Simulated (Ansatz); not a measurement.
Geometry optimisation, RKS B3LYP-D4/def2-SVP (Ansatz).

Input:

```yaml
crystal:
  periodic: [false, false, false]
  atoms:
    - { symbol: Ga, position_ang: [0.038079, -0.65826, -0.441167] }
    - { symbol: H, position_ang: [0.085014, 0.06794, 2.238139] }
    - { symbol: Cl, position_ang: [1.840862, 0.460234, -0.737578] }
    - { symbol: Cl, position_ang: [-1.797379, 0.051359, -1.297292] }
    - { symbol: "N", position_ang: [0.073557, -2.29361, 0.482223] }
    - { symbol: H, position_ang: [-0.774326, -2.790357, 0.734558] }
    - { symbol: H, position_ang: [0.898435, -2.6069, 0.98629] }
    - { symbol: H, position_ang: [0.005159, -0.608506, 2.004527] }
basis:
  gaussian: { orbitals: def2-SVP }
hamiltonian:
  xc: b3lyp
  dispersion: d4
relax:
  f_tol: 0.03
  max_steps: 50
```

Launched with:

```bash
$ ansatz run input.yaml --threads 2 --pin off --max-ram 3072MiB --backend cpu --events-out ev --progress --plain --runs-dir out
```

Task: Where does it end, and by what steps?

Result: It converged. After 9 steps the energy has fallen by 0.221 eV; H2 moved furthest, 0.60 Å.

```csv
step,energy less start (eV),largest force component (eV/Å),accepted
0,0.0000,1.776,yes
1,-0.1725,0.609,yes
2,-0.2065,0.259,yes
3,-0.2117,0.106,yes
4,-0.2123,0.170,yes
5,-0.2153,0.082,yes
6,-0.2167,0.106,yes
7,-0.2192,0.164,yes
8,-0.2201,0.239,yes
9,-0.2213,0.014,yes
```

```xyz
8
Properties=species:S:1:pos:R:3
Ga 0.070 -0.775 -0.593
H -0.059 0.309 2.770
Cl 1.895 0.273 -1.016
Cl -1.784 0.001 -1.345
N 0.090 -2.266 0.415
H -0.736 -2.832 0.575
H 0.947 -2.710 0.724
H -0.054 -0.378 2.440
```

Whether the end is a true minimum wasn't checked by a vibrational analysis.

The run took 29 s on 2 threads of Arm Neoverse V2 (shared host), peak memory 0.23 GiB.
